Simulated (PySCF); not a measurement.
Excitations are Tamm–Dancoff values on a coarser integration grid. The basis has no diffuse functions, so Rydberg states are missing or too high.

Cartesian coordinates (Å):
SMILES: C([C@H]1C[C@@H](CCC1)[SiH3])=O
```xyz
23

O     -1.5885     2.3555    -0.5971
C     -2.0849     1.2523    -0.4858
C     -1.4031    -0.0653    -0.8153
C     -1.5841    -1.0754     0.3381
C     -0.6929    -0.7270     1.5364
C      0.7808    -0.6037     1.1241
C      0.9720     0.4306    -0.0034
Si     2.7969     0.6005    -0.5144
C      0.0705     0.1097    -1.2139
H     -3.1557     1.1311    -0.1245
H     -1.9841    -0.4475    -1.6898
H     -1.3253    -2.0892    -0.0364
H     -2.6527    -1.1188     0.6422
H     -1.0275     0.2378     1.9802
H     -0.8100    -1.4928     2.3317
H      1.1441    -1.5995     0.7792
H      1.4017    -0.3366     2.0051
H      0.6731     1.4321     0.3811
H      3.6435     0.9720     0.6752
H      3.3030    -0.7093    -1.0657
H      2.9581     1.6565    -1.5757
H      0.4167    -0.8294    -1.6999
H      0.1484     0.9162    -1.9715
```
Charge 0, spin multiplicity 1.

Task: What is the computed S1 excitation (TDA), HOMO–LUMO gap, dipole moment, total energy and T1 excitation (TDA) (PBE-D3(BJ)/def2-TZVP // PBE-D3(BJ)/def2-SVP in PySCF)?

Result: 
```yaml
S1 excitation (TDA): 4.03 eV
HOMO–LUMO gap: 3.80 eV
dipole_moment: 2.88 D
total_energy: -639.4293 Ha
T1 excitation (TDA): 3.44 eV
```
